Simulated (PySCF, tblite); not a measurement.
Parent: `[F:1][C:2]1=[CH:3][CH2:4][PH:5][CH2:6]1` with C2–C3–C4–P5 -15°, C3–C4–P5–C6 19°, C4–P5–C6–C2 -19°, F1–C2–C6–P5 -167°, C4H6FP.

Computed geometry: GFN2-xTB, gas phase. One conformer each, not checked by frequencies here.

```json
{"coordinate of the parent": "F1–C2", "value": "1.347 Å"}
{"coordinate of the parent": "C2=C3", "value": "1.321 Å"}
{"coordinate of the parent": "C3–C4", "value": "1.496 Å"}
{"coordinate of the parent": "C4–P5", "value": "1.875 Å"}
{"coordinate of the parent": "P5–C6", "value": "1.869 Å"}
{"coordinate of the parent": "C2–C6", "value": "1.495 Å"}
{"coordinate of the parent": "F1–C2–C3", "value": "123.8°"}
{"coordinate of the parent": "F1–C2–C6", "value": "117.2°"}
{"coordinate of the parent": "C3–C2–C6", "value": "119.0°"}
{"coordinate of the parent": "C2–C3–C4", "value": "114.7°"}
{"coordinate of the parent": "C3–C4–P5", "value": "106.2°"}
{"coordinate of the parent": "C4–P5–C6", "value": "91.0°"}
{"coordinate of the parent": "C2–C6–P5", "value": "104.4°"}
```

Problem. How does the shared frame change in `[CH3:1][CH2:2][P@H+:3]1[CH2:4][CH:5]=[C:6]([F:7])[CH2:8]1` (charge +1) with C1–C2–P3–C4 180°, [C6H11FP]+? Atoms pair as F1 = F7, C2 = C6, C3 = C5, C4 = C4, P5 = P3, C6 = C8 (parent first).

Solution. 
```tsv
parent	relative	value in the relative	change
F1–C2	F7–C6	1.325 Å	-0.022
C2=C3	C6=C5	1.323 Å	+0.002
C3–C4	C5–C4	1.505 Å	+0.009
C4–P5	C4–P3	1.830 Å	-0.045
P5–C6	P3–C8	1.819 Å	-0.050
C2–C6	C6–C8	1.514 Å	+0.019
F1–C2–C3	F7–C6–C5	124.4°	+0.6
F1–C2–C6	F7–C6–C8	115.7°	-1.5
C3–C2–C6	C5–C6–C8	119.8°	+0.8
C2–C3–C4	C6–C5–C4	116.6°	+1.9
C3–C4–P5	C5–C4–P3	103.5°	-2.7
C4–P5–C6	C4–P3–C8	97.8°	+6.8
C2–C6–P5	C6–C8–P3	101.8°	-2.6
```

Of the parent's bonds, P5–C6 changes most (-0.050 Å). Bonds of the relative outside the shared frame: C1–C2 1.528, C2–P3 1.813 Å. Point group C1 → C1.

Problem. How does the shared frame change in `[F:1][C:2]1=[CH:3][CH2:4][PH2+:5][CH2:6]1` (charge +1), [C4H7FP]+? Atoms pair as F1 = F1, C2 = C2, C3 = C3, C4 = C4, P5 = P5, C6 = C6 (parent first).

Solution. 
```csv
parent,relative,value in the relative,change
F1–C2,F1–C2,1.321 Å,-0.026
C2=C3,C2=C3,1.323 Å,+0.002
C3–C4,C3–C4,1.508 Å,+0.012
C4–P5,C4–P5,1.827 Å,-0.048
P5–C6,P5–C6,1.815 Å,-0.054
C2–C6,C2–C6,1.520 Å,+0.025
F1–C2–C3,F1–C2–C3,124.8°,+1.0
F1–C2–C6,F1–C2–C6,115.6°,-1.6
C3–C2–C6,C3–C2–C6,119.6°,+0.6
C2–C3–C4,C2–C3–C4,116.7°,+2.0
C3–C4–P5,C3–C4–P5,103.4°,-2.8
C4–P5–C6,C4–P5–C6,98.2°,+7.2
C2–C6–P5,C2–C6–P5,102.0°,-2.4
```

Of the parent's bonds, P5–C6 changes most (-0.054 Å).
